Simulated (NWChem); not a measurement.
# SnCl₂, singlet; SMILES [Cl][Sn][Cl]

Program: NWChem. Low-valent species are run as closed-shell singlets; no triplet was tried in these runs. Structure relaxed at the PBE-D3(BJ)/def2-SVP level. def2 effective core potentials on Sn; no spin-orbit coupling. Ions are spin-unrestricted doublets at the neutral geometry; other ion states weren't tried. Functional: LC-ωPBE (HJS hole) with def2-SVP; rows give the range parameter ω in 1/bohr.

For range parameter (1/bohr) 0.20:

```yaml
"−ε(HOMO) (eV)": 9.23
```

Problem. Estimate the same quantities for range parameter (1/bohr) 0.30.

Solution. 
| Quantity | Value |
|---|---|
| −ε(HOMO) (eV) | 9.92 |
